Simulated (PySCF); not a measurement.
# Electron correlation in F³⁺ (fluorine, charge +3)

[He] 2s2 2p2, high-spin 3P determinant. Calculation: PySCF 2.14, in x2c-TZVPPall with one added diffuse shell each of s, p, d type (6s4p3d1f, 40 functions); the spin-free X2C one-electron Hamiltonian (Gaussian nucleus). Frozen: 1s2; 4 electrons correlated.

```csv
level,correlation energy (mhartree)
CCSD,-98.87
(T),-1.10
CCSD(T),-99.97
CCSDT,-100.16
```

Diagnostics: T1 = 0.0036, D1 = 0.0077, largest double amplitude 0.122.

Q: Is a single reference adequate?

A: Mostly. T1 lies below 0.03, but a double amplitude of this size points to a near-degeneracy that CCSD handles and MP2 describes poorly.
